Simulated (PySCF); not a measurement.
SMILES F[SiH2][NH][Al]([OH])[OH] (B3LYP/def2-SVP optimised geometry):

```
11

Si    -1.960    -1.205     0.013
F     -2.483    -1.570     1.517
N     -0.295    -0.786    -0.019
Al     0.495     0.826     0.000
O      2.192     0.826     0.000
O     -0.370     2.286     0.000
H     -2.743    -0.019    -0.426
H     -2.241    -2.408    -0.812
H      0.350    -1.576     0.010
H      2.743     1.613     0.010
H     -1.322     2.408     0.010
```

Calculation: B3LYP/def2-TZVP (PySCF).

Task: What are the frontier orbital energies and the dipole moment?

Result: HOMO-2 -9.22 eV, HOMO-1 -8.85 eV, HOMO -7.99 eV, LUMO -0.84 eV, LUMO+1 0.50 eV; dipole moment 1.47 D.

On the same geometry PBE/def2-TZVP (PySCF) gives HOMO-2 -7.90 eV, HOMO-1 -7.42 eV, HOMO -6.84 eV, LUMO -1.39 eV, LUMO+1 -0.11 eV; dipole moment 1.45 D.

Meta-Löwdin charges at B3LYP/def2-TZVP: Si1 1.04, F2 -0.52, N3 -0.83, Al4 1.20, O5 -0.78, O6 -0.79, H7 -0.14, H8 -0.13, H9 0.25, H10 0.35, H11 0.35.
